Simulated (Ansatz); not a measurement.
Gas-phase electronic energies from Ansatz, PBE0-D4/def2-TZVP geometries. CBS: MP2 limit from def2 TZ/QZ plus the TZ coupled-cluster correction, frozen cores. This one scheme is used for every species, atoms too. For atomizations the MP2-based limit and the directly extrapolated one differ by several kJ/mol either way, and by 10 to 25 for some Ge, Se and Sn compounds, so smaller differences from it don't rank the levels. DFT in def2-TZVPP. No spin–orbit coupling; open shells (•) take unrestricted orbitals. Spin–orbit coupling would lower the free atoms: a little for Cl, F; clearly for Ge; strongly for In. Elements past krypton have def2 core potentials. Bonds to Ge, In are less sure, by a few kJ/mol each and by 10 to 20 or more in all where they break to atoms, as the def2 sets lack core-valence functions. Scalar relativity is left out up to krypton.

`[F][In]([Cl])[GeH3]` → Cl• + F• + Ge• + 3 H• + In•  (atomization)

```json
{"level": "r2SCAN-D4", "ΔE (kJ/mol)": "1851.0", "difference from CCSD(T)/CBS": "-10.5"}
{"level": "ωB97M-V", "ΔE (kJ/mol)": "1831.3", "difference from CCSD(T)/CBS": "-30.2"}
{"level": "B2PLYP", "ΔE (kJ/mol)": "1797.1", "difference from CCSD(T)/CBS": "-64.4"}
{"level": "BLYP", "ΔE (kJ/mol)": "1763.9", "difference from CCSD(T)/CBS": "-97.6"}
{"level": "r2SCANh", "ΔE (kJ/mol)": "1830.8", "difference from CCSD(T)/CBS": "-30.7"}
{"level": "LC-ωPBE", "ΔE (kJ/mol)": "1830.0", "difference from CCSD(T)/CBS": "-31.5"}
{"level": "HF/def2-TZVPP", "ΔE (kJ/mol)": "1316.3", "difference from CCSD(T)/CBS": "-545.2"}
{"level": "MP2/def2-TZVPP", "ΔE (kJ/mol)": "1824.1", "difference from CCSD(T)/CBS": "-37.4"}
{"level": "SCS-MP2/def2-TZVPP", "ΔE (kJ/mol)": "1803.3", "difference from CCSD(T)/CBS": "-58.2"}
{"level": "SCS-MP2/def2-QZVPP", "ΔE (kJ/mol)": "1841.6", "difference from CCSD(T)/CBS": "-19.9"}
{"level": "CCSD(T)/CBS", "ΔE (kJ/mol)": "1861.5", "difference from CCSD(T)/CBS": "0"}
```

Largest T1 diagnostic among the species: 0.015.

From BLYP to BHLYP (50 % exact exchange), in def2-TZVPP and without D4, ΔE moves by −22.9 kJ/mol: exact exchange takes away binding that semilocal exchange gives to molecules. At CCSD(T), def2-SVP lies −154.3 kJ/mol from the extrapolated value and def2-TZVPP −56.6 kJ/mol: correlation converges slowly with the basis, and small sets miss more of it in the bonded molecule than in its fragments. In def2-TZVPP, CCSD(T) changes the Hartree–Fock value by +488.6 kJ/mol (the triples alone add +32.0 kJ/mol) and MP2 by +507.8 kJ/mol; breaking electron pairs costs correlation energy, which Hartree–Fock lacks.
